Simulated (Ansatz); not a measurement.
Abridged output of a molecular run in Ansatz:

```
Functional definition: HF
1199 factors; integrals over basis functions are off by at most 1.2e-3 eV
mean field evaluation 1: about -28289.2488 eV, gradient 3.1e1 eV
mean field evaluation 2: about -28289.2616 eV, gradient 3.1e1 eV
mean field evaluation 4: about -28292.1098 eV, gradient 3.0e0 eV
mean field evaluation 8: about -28292.1509 eV, gradient 2.3e-1 eV
mean field -28292.15134658 eV, -1039.7173848778 hartree, gradient 3.0e-6 eV, S^2 0.000000; 0 other end points of the search recorded, 0 dependent functions left out
16 core orbitals not correlated: weight in the atoms' cores, before any rotation towards them, 1.000 or more for the frozen orbitals, at most 0.000 for the correlated occupied ones
reference -28292.15134658 eV, -1039.7173848778 hartree; 20, 20 occupied and 79, 79 virtual orbitals, 1199 factors
second order -17.93455355 eV of doubles, -0.00000000 eV of singles
cycle   1  -18.67593164 eV  change   -7.4e-1 eV  update   1.1e-1
cycle   2  -19.22741180 eV  change   -5.5e-1 eV  update   3.5e-2
cycle   3  -19.35415324 eV  change   -1.3e-1 eV  update   1.9e-2
cycle   4  -19.34815023 eV  change    6.0e-3 eV  update   4.8e-3
cycle   5  -19.34647424 eV  change    1.7e-3 eV  update   2.2e-3
cycle   6  -19.34649504 eV  change   -2.1e-5 eV  update   7.9e-4
cycle   7  -19.34621164 eV  change    2.8e-4 eV  update   3.0e-4
cycle   8  -19.34618717 eV  change    2.4e-5 eV  update   1.1e-4
cycle   9  -19.34621849 eV  change   -3.1e-5 eV  update   3.9e-5
perturbative correction -0.58627817 eV, -0.0215453254 hartree
Total energy: -28312.08384324 eV, -1040.4498906194 hartree
```

Its atoms:

Z-matrix (Å, degrees):
```
Si
Sn 1 2.542
F 1 1.604 2 110.9
H 1 1.482 2 107.1 3 118.6
H 1 1.482 2 111.2 3 -119.8
S 2 2.405 1 105.0 3 -162.4
C 2 2.131 1 116.3 3 -113.4
H 2 1.697 1 126.3 3 63.8
H 7 1.086 2 115.9 1 163.3
H 7 1.085 2 117.1 1 24.5
```

Task: Which basis set was used?
A. def2-QZVPP
B. cc-pV(T+d)Z
C. def2-TZVPP
D. def2-SVP

Result: D. It gives 115 functions.

Task: Write the keys of the input that set method, charge and spin (a neutral closed shell needs none for the last two).

Result: 
```yaml
correlation: {method: ccsd_t}
```
